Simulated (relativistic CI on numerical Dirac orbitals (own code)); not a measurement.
**Co²⁺ in a cubic cluster: L2,3 absorption with charge transfer**

Computed with a charge-transfer multiplet model of a cubic metal-ligand cluster with up to 2 ligand holes, Slater and spin-orbit integrals from Dirac-Coulomb-Breit ions, Slater integrals scaled by 0.7. The parameters are those of a tetrahedral site (10Dq negative, t2 hopping the larger). The ground state mixes d7 with configurations of k ligand holes L, whose averages lie at kΔ + k(k − 1)U_dd/2; a core hole lowers each added d electron by U_cd. 300 K, Lorentzian 0.4 eV and Gaussian 0.3 eV FWHM.

Atomic integrals in eV (Slater integrals scaled, ζ unscaled), ground: F2dd 8.079, F4dd 5.014, zeta_d 0.063; with the core hole: F2dd 8.635, F4dd 5.365, zeta_d 0.084, zeta_core 9.670, F2cd 5.102, G1cd 3.822, G3cd 2.172.

Cluster parameters (eV): Δ = 3.9, U_cd = 8.4, 10Dq = -0.2, 10Dq(ligand) = 0, V(eg) = 1.43, V(t2g) = -2.42, final-state hopping factor = 1.

| Case | n_d | d7 | d8L | d9L2 | S |
| --- | --- | --- | --- | --- | --- |
| U_dd = 5.9 eV | 7.32 | 0.70 | 0.28 | 0.02 | 1.50 |
| U_dd = 6.6 eV | 7.31 | 0.71 | 0.28 | 0.02 | 1.50 |
| U_dd = 7.3 eV | 7.31 | 0.71 | 0.28 | 0.02 | 1.50 |
| U_dd = 8 eV | 7.30 | 0.71 | 0.27 | 0.01 | 1.50 |
| U_dd = 9.4 eV | 7.30 | 0.72 | 0.27 | 0.01 | 1.50 |

Weights, n_d and S are thermal averages at 300 K. Photon energies count from the first peak over 30 % of the highest in each spectrum, which can be another peak from case to case. The parameters are a model scan and need not match a compound or its usual spin state. Peaks in eV (height, largest 100):
- U_dd = 5.9 eV: 0.0 (100), 0.9 (46), 6.6 (5), 15.2 (35)
- U_dd = 6.6 eV: 0.0 (100), 15.2 (38)
- U_dd = 7.3 eV: 0.0 (100), 15.2 (40), 16.5 (9)
- U_dd = 8 eV: 0.0 (100), 15.3 (43), 16.7 (10)
- U_dd = 9.4 eV: 0.0 (100), 15.3 (48), 16.8 (12)

For the case U_dd = 7.3 eV, Δ = 3.9 eV is smaller than U_dd = 7.3 eV, the charge-transfer side of the Zaanen-Sawatzky-Allen scheme. With the core hole the configuration with one ligand hole lies at Δ + U_dd − U_cd = 1.4, 2.1, 2.8, 3.5, 4.9 eV from the one without, in the order of the table; where this is negative the screened configuration lies lower, though the effective hopping of about 4.0 eV (from the holes of the mixed ground state) mixes the two strongly wherever it is as large as the gap.
